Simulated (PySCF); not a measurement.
Se(Cl)(OMe) (CH₃ClOSe), SMILES [Se](OC)Cl.

The structure is a stationary point at PBE0-D3(BJ)/def2-SVP. Other conformers were not sampled.

Two levels are set side by side: PBE/def2-TZVP (PySCF) and M06-2X/def2-TZVP (PySCF). Same geometry, gas phase. Differences are taken from unrounded values.

```csv
quantity,M06-2X,PBE,PBE minus M06-2X
orbital gap (eV),6.89,2.53,-4.36
highest occupied level (eV),-7.98,-5.47,2.52
lowest empty level (eV),-1.10,-2.94,-1.84
dipole moment (D),1.83,1.83,0.00
mean polarisability (bohr³),53.8,56.2,2.4
```

PBE's occupied levels lie high since its potential decays too fast outside the molecule; exact exchange lowers them and widens the gap. PBE's more diffuse valence density responds more strongly to a field. Differences between two approximate levels are no errors against the true value.

Rough cost on one machine, each run with all the roots and properties that it gave: M06-2X against PBE about 4 times.
